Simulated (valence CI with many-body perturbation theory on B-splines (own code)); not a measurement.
## E1 line list for Ti¹⁶⁺

Method: relativistic CI+MBPT: four valence electrons over a frozen Dirac-Fock core [He], a basis of 11 s, 11 p, 9 d, 7 f, 5 g, 2 h, 1 i functions for each j, with the one-electron correlation potential Σ1 (screened to all orders), the two-electron term Σ2, the three-electron term Σ3, Breit, model QED; selected single and double excitations, second order for the rest (own B-spline code, finite nucleus).

No measured levels were compared; by estimate levels of excited configurations hold to 0.05 to 0.15 % of their energy, terms of the ground configuration to about 0.5 %.

Lines 151 to 200 of 238 in falling wavelength, among levels below 53.828 Ry, chosen from the strongest by gf and those to the six lowest levels. Wavelengths and rates use the calculated energies, so an error of 400 cm⁻¹ moves a line at 1.865 nm by 0.0075 % and its rate by three times that or more. Electric multipoles are in the length gauge, E1 and E2 with the static RPA response of the core. Weak lines are less certain than strong ones. Lines between different terms over intervals too small for the method are left out, as are lines whose strength nearly cancels. Where a level lies close to another of its J and parity, the split of strength between their lines is uncertain. The highest levels of a list are the least certain.

Names give the largest LS component (configuration and term), which can be under half, so a name can repeat, a term be missing and a line seem to break the LS rules; names also repeat where a configuration has a term twice. Letters in brackets count levels of one name in rising energy.

```csv
λ vac (nm),Upper,Lower,A (s⁻¹),S (a.u.) with core polarisation,S without
1.865,2s2 2p 3d 1D°_2,2s2 2p2 1D_2,1.34e+12,2.15e-02,2.16e-02
1.861,2s2 2p 3d 1P°_1,2s2 2p2 1S_0,7.64e+12,7.30e-02,7.31e-02
1.860,2s 2p2 3p 5D°_1,2s2 2p2 1S_0,5.45e+11,5.20e-03,5.20e-03
1.859,2s2 2p 3d 3D°_1,2s2 2p2 1D_2,1.40e+10,1.33e-04,1.33e-04
1.856,2s 2p2 3p 3S°_1,2s2 2p2 1S_0,8.46e+10,8.01e-04,8.02e-04
1.852,2s2 2p 3d 3D°_2,2s2 2p2 1D_2,1.13e+12,1.77e-02,1.77e-02
1.846,2s2 2p 3d 3D°_3,2s2 2p2 1D_2,1.63e+11,3.55e-03,3.55e-03
1.846,2s2 2p 3d 3F°_2,2s2 2p2 3P_2,4.32e+11,6.71e-03,6.72e-03
1.846,2s 2p2 3p 5P°_1,2s2 2p2 1S_0,1.99e+10,1.85e-04,1.85e-04
1.843,2s2 2p 3d 3P°_2,2s2 2p2 1D_2,1.28e+12,1.98e-02,1.99e-02
1.842,2s2 2p 3d 3P°_1,2s2 2p2 1D_2,2.39e+11,2.21e-03,2.21e-03
1.839,2s2 2p 3d 3F°_3,2s2 2p2 3P_2,1.57e+12,3.37e-02,3.37e-02
1.837,2s2 2p 3d 3F°_2,2s2 2p2 3P_1,4.63e+10,7.08e-04,7.09e-04
1.837,2s 2p2 3p 3D°_1 [a],2s2 2p2 1S_0,3.16e+10,2.90e-04,2.90e-04
1.836,2s2 2p 3d 1D°_2,2s2 2p2 3P_2,4.68e+11,7.16e-03,7.17e-03
1.835,2s 2p2 3d 5F_2,2s 2p3 5S°_2,9.30e+10,1.42e-03,1.42e-03
1.832,2s 2p2 3d 5F_3,2s 2p3 5S°_2,2.91e+11,6.18e-03,6.19e-03
1.830,2s2 2p 3d 3D°_1,2s2 2p2 3P_2,5.06e+10,4.60e-04,4.61e-04
1.827,2s2 2p 3d 1D°_2,2s2 2p2 3P_1,3.70e+12,5.57e-02,5.58e-02
1.827,2s2 2p 3d 1F°_3,2s2 2p2 1D_2,1.38e+13,2.92e-01,2.92e-01
1.827,2s2 2p 3d 1P°_1,2s2 2p2 1D_2,3.66e+11,3.30e-03,3.31e-03
1.823,2s2 2p 3d 3D°_2,2s2 2p2 3P_2,2.03e+11,3.03e-03,3.03e-03
1.823,2s 2p2 3d 5D_1,2s 2p3 5S°_2,5.04e+11,4.52e-03,4.53e-03
1.822,2s 2p2 3d 5D_2,2s 2p3 5S°_2,1.50e+12,2.24e-02,2.24e-02
1.822,2s2 2p 3d 3D°_1,2s2 2p2 3P_1,1.80e+12,1.61e-02,1.61e-02
1.821,2s 2p2 3d 5D_3,2s 2p3 5S°_2,3.24e+12,6.76e-02,6.77e-02
1.821,2s 2p2 3p 3S°_1,2s2 2p2 1D_2,1.75e+10,1.57e-04,1.56e-04
1.818,2s2 2p 3d 3D°_3,2s2 2p2 3P_2,9.81e+12,2.04e-01,2.04e-01
1.814,2s2 2p 3d 3D°_2,2s2 2p2 3P_1,5.35e+12,7.89e-02,7.90e-02
1.814,2s2 2p 3d 3P°_2,2s2 2p2 3P_2,6.04e+12,8.90e-02,8.91e-02
1.814,2s2 2p 3d 3P°_1,2s2 2p2 3P_2,2.56e+12,2.26e-02,2.27e-02
1.812,2s2 2p 3d 3D°_1,2s2 2p2 3P_0,8.40e+12,7.40e-02,7.41e-02
1.810,2s 2p2 3d 5P_3,2s 2p3 5S°_2,9.06e+12,1.86e-01,1.86e-01
1.807,2s 2p2 3d 5P_2,2s 2p3 5S°_2,9.90e+12,1.44e-01,1.44e-01
1.807,2s 2p2 3d 3F_2,2s 2p3 5S°_2,1.19e+12,1.73e-02,1.74e-02
1.806,2s 2p2 3d 3P_1,2s 2p3 5S°_2,4.13e+12,3.61e-02,3.61e-02
1.806,2s 2p2 3d 5P_1,2s 2p3 5S°_2,8.08e+12,7.05e-02,7.06e-02
1.806,2s2 2p 3d 3P°_2,2s2 2p2 3P_1,9.00e+11,1.31e-02,1.31e-02
1.805,2s 2p2 3p 5P°_3,2s2 2p2 1D_2,1.53e+10,3.11e-04,3.11e-04
1.805,2s2 2p 3d 3P°_1,2s2 2p2 3P_1,4.54e+12,3.96e-02,3.96e-02
1.805,2s2 2p 3d 3P°_0,2s2 2p2 3P_1,6.38e+12,1.85e-02,1.85e-02
1.802,2s 2p2 3d 3F_3,2s 2p3 5S°_2,2.12e+10,4.28e-04,4.28e-04
1.799,2s2 2p 3d 1F°_3,2s2 2p2 3P_2,2.54e+11,5.11e-03,5.11e-03
1.799,2s2 2p 3d 1P°_1,2s2 2p2 3P_2,3.04e+10,2.62e-04,2.62e-04
1.798,2s 2p2 3p 5D°_1,2s2 2p2 3P_2,2.28e+11,1.96e-03,1.96e-03
1.796,2s2 2p 3d 3P°_1,2s2 2p2 3P_0,3.92e+10,3.36e-04,3.37e-04
1.794,2s 2p2 3p 3S°_1,2s2 2p2 3P_2,6.20e+11,5.30e-03,5.29e-03
1.790,2s2 2p 3d 1P°_1,2s2 2p2 3P_1,2.12e+11,1.80e-03,1.80e-03
1.790,2s 2p2 3p 3D°_3,2s2 2p2 1D_2,1.17e+11,2.32e-03,2.31e-03
1.790,2s 2p2 3p 5D°_1,2s2 2p2 3P_1,1.97e+11,1.68e-03,1.67e-03
```
